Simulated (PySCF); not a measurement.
Compound: C₅H₁₁B.
Z-matrix (Å and degrees, GFN2-xTB geometry), rows numbered from 1:
```
B 
C   1  1.5665
C   2  1.5380  1  117.18
C   3  1.5298  2  110.18  1   -67.55
C   3  1.4992  2  110.06  1   171.29
C   5  1.3195  3  124.79  2  -119.29
H   1  1.1693  2  121.43  3   -14.85
H   1  1.1696  2  119.12  3   167.65
H   2  1.0981  1  105.70  3   120.61
H   2  1.0940  1  111.70  3  -126.34
H   3  1.0945  2  108.99  1    51.76
H   4  1.0880  3  110.52  2   179.08
H   4  1.0873  3  110.14  2    58.78
H   4  1.0885  3  110.51  2   -60.97
H   5  1.0835  3  115.02  2    60.43
H   6  1.0773  5  122.23  3   179.63
H   6  1.0784  5  121.62  3    -0.38
```

Vertical excitations from PySCF (density fitting, frozen core in the response, grid level 2 and gas phase unless stated; continuum runs use non-equilibrium linear response for the excitations) on a GFN2-xTB geometry. Reference run:

```json
{"settings": "PBE0/def2-SVPD, full TDDFT, 6 singlets", "S1, eV (f)": "5.05 (0.001)", "S2, eV (f)": "5.83 (0.003)", "S3, eV (f)": "5.98 (0.001)", "S4, eV (f)": "6.99 (0.004)", "S5, eV (f)": "7.14 (0.055)", "S6, eV (f)": "7.31 (0.015)", "T1, eV (Tamm–Dancoff)": "4.49", "mean α (au)": "75.9"}
```

Task: What do these settings give: (1) PBE0/aug-pcSseg-1, IEF-PCM acetonitrile, start guess sap, full TDDFT, 3 singlets; (2) HSE06/pcseg-1, TDA, 25 singlets; (3) PBE0/def2-SVP, TDA, 1 singlet?

Result: 
```tsv
settings	S1, eV (f)	S2, eV (f)	S3, eV (f)	S4, eV (f)	S5, eV (f)	S6, eV (f)	T1, eV (Tamm–Dancoff)	mean α (au)
PBE0/aug-pcSseg-1, IEF-PCM acetonitrile, start guess sap, full TDDFT, 3 singlets	5.12 (0.001)	5.83 (0.004)	6.04 (0.001)	–	–	–	–	103.0
HSE06/pcseg-1, TDA, 25 singlets	4.97 (0.000)	5.88 (0.004)	6.01 (0.000)	7.01 (0.004)	7.33 (0.007)	7.53 (0.028)	–	68.6
PBE0/def2-SVP, TDA, 1 singlet	5.06 (0.000)	–	–	–	–	–	4.51	67.0
```

(1) S1 moves by +0.07 eV; basis and environment change together, so the shift can't be laid on one. (2) S1 moves by -0.08 eV; functional, basis and response scheme change together, so the shift can't be laid on one. (3) S1 moves by +0.01 eV; basis and response scheme change together, so the shift can't be laid on one. States are counted by energy in each run and needn't keep their character from row to row.

Task: Give the leading configurations of S1 (H = HOMO, L = LUMO) and the HOMO–LUMO gap of each run.

Result: 
```json
{"settings": "PBE0/def2-SVPD, full TDDFT, 6 singlets", "S1 configurations (weight)": "H→L 0.92", "S1 (eV)": "5.05", "orbital gap (eV)": "6.06", "S1 − gap (eV)": "-1.01"}
{"settings": "PBE0/aug-pcSseg-1, IEF-PCM acetonitrile, start guess sap, full TDDFT, 3 singlets", "S1 configurations (weight)": "H→L 0.91", "S1 (eV)": "5.12", "orbital gap (eV)": "6.14", "S1 − gap (eV)": "-1.02"}
{"settings": "HSE06/pcseg-1, TDA, 25 singlets", "S1 configurations (weight)": "H→L 0.95", "S1 (eV)": "4.97", "orbital gap (eV)": "5.30", "S1 − gap (eV)": "-0.33"}
{"settings": "PBE0/def2-SVP, TDA, 1 singlet", "S1 configurations (weight)": "H→L 0.92", "S1 (eV)": "5.06", "orbital gap (eV)": "6.07", "S1 − gap (eV)": "-1.01"}
```

The structure is a single GFN2-xTB conformer; no vibrational corrections.
